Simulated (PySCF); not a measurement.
C3H10Hf, multiplicity 1. Atoms are numbered in the order given.

```xyz
14

Hf     0.0000     0.0000    -0.1846
C      1.8020     1.0404     0.5340
H      2.4712     0.3970     1.1339
H      1.5794     1.9416     1.1339
H      2.3754     1.3715    -0.3557
C      0.0000    -2.0808     0.5340
H      0.0000    -2.7429    -0.3557
H     -0.8918    -2.3386     1.1339
H      0.8918    -2.3386     1.1339
C     -1.8020     1.0404     0.5340
H     -2.3754     1.3715    -0.3557
H     -1.5794     1.9416     1.1339
H     -2.4712     0.3970     1.1339
H      0.0000     0.0000    -2.0549
```
Charge 0, spin multiplicity 1.

The structure is a stationary point at PBE0-D3(BJ)/def2-SVP. The multiplicity is an assumed one; other spin states were not compared. The def2 effective core potentials stand for the cores of Hf; spin–orbit coupling is left out.

Level of theory: TDDFT-B3LYP/def2-SVPD (PySCF 2.14.0).

Vertical excitations; the highest root listed may be one member of a degenerate set. The molecule is in vacuum. State labels are in the subgroup Cs.

Computed UV-visible absorptions:
```
state  symmetry  energy (eV)  λ (nm)      f                                                main pairs
-----  --------  -----------  ------  -----  --------------------------------------------------------
S1           A"         4.89     253  0.000    HOMO−2→LUMO, HOMO−1→LUMO, HOMO→LUMO+1 (degenerate set)
S2           A'         4.89     253  0.000  HOMO−2→LUMO+1, HOMO→LUMO, HOMO−1→LUMO+1 (degenerate set)
S3           A"         4.90     253  0.000                        HOMO→LUMO+1 48 %, HOMO−1→LUMO 47 %
S4           A'         5.04     246  0.000                        HOMO−1→LUMO+1 49 %, HOMO→LUMO 48 %
S5           A"         5.13     242  0.002    HOMO−2→LUMO, HOMO→LUMO+1, HOMO−1→LUMO (degenerate set)
S6           A'         5.13     242  0.002  HOMO−2→LUMO+1, HOMO→LUMO, HOMO−1→LUMO+1 (degenerate set)
S7           A"         5.61     221  0.003                              HOMO→LUMO+2 (degenerate set)
S8           A'         5.61     221  0.003                            HOMO−1→LUMO+2 (degenerate set)
S9           A"         5.65     220  0.000                      HOMO→LUMO+3 47 %, HOMO−1→LUMO+4 47 %
S10          A'         5.80     214  0.008  HOMO→LUMO+4 35 %, HOMO−1→LUMO+3 35 %, HOMO−2→LUMO+3 22 %
T1           A"         4.62     269      0    HOMO−2→LUMO, HOMO−1→LUMO, HOMO→LUMO+1 (degenerate set)
T2           A'         4.62     268      0                 HOMO−2→LUMO+1, HOMO→LUMO (degenerate set)
T3           A'         4.65     266      0                        HOMO−1→LUMO+1 50 %, HOMO→LUMO 47 %
T4           A"         4.70     264      0                        HOMO−1→LUMO 53 %, HOMO→LUMO+1 35 %
```
Triplets are in the Tamm–Dancoff approximation, which puts them higher than full response would, so one can lie above its singlet here.
